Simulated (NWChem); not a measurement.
System: C$_{2}$H$_{8}$OSi; SMILES OC[SiH2]C

The following NWChem deck was run.

```
start job
memory heap 200 mb stack 900 mb global 1100 mb
geometry units angstroms noautosym nocenter noautoz
  C      0.982232     1.582981     0.135358
  Si    -0.616145     0.644848    -0.156991
  C     -0.420406    -1.155081     0.414705
  O      0.693434    -1.697248    -0.259522
  H      0.942396     2.598963    -0.285448
  H      1.200536     1.664309     1.211464
  H      1.811547     1.038121    -0.341087
  H     -0.972321     0.660907    -1.610367
  H     -1.754001     1.251869     0.608450
  H     -0.294484    -1.165631     1.517961
  H     -1.358945    -1.708038     0.204106
  H      0.807825    -2.611618     0.017647
end
basis spherical
  C library 6-31g*
  Si library 6-31g*
  O library 6-31g*
  H library 6-31g*
end
dft
  xc b3lyp
  iterations 150
end
property
  shielding
end
task dft property
```

The geometry was optimised at PBE0/def2-SVP.

GIAO values for the isolated, static molecule; σ is the absolute isotropic shielding, δ = σ(reference) − σ with the isolated reference molecule computed at the same levels (13C: tetramethylsilane, 1H: tetramethylsilane, 17O: water, 29Si: tetramethylsilane).

Atoms are numbered as in the input.

Task: Predict the main results of this run. (B3LYP/6-31G* (spherical d), GIAO.) Quantities: δ C1 (ppm); δ Si2 (ppm); δ O4 (ppm); δ H5 (rotor mean) (ppm); δ H9 (ppm); δ H10 (ppm); δ H12 (ppm).

Result: The δ C1 (ppm) comes out as -7.8 and the δ Si2 (ppm) is -20.4. The δ O4 (ppm) is 0.1 and the δ H5 (rotor mean) (ppm) comes out as 0.25. The δ H9 (ppm) is 4.11. The δ H10 (ppm) is 3.39 and the δ H12 (ppm) comes out as -0.44.
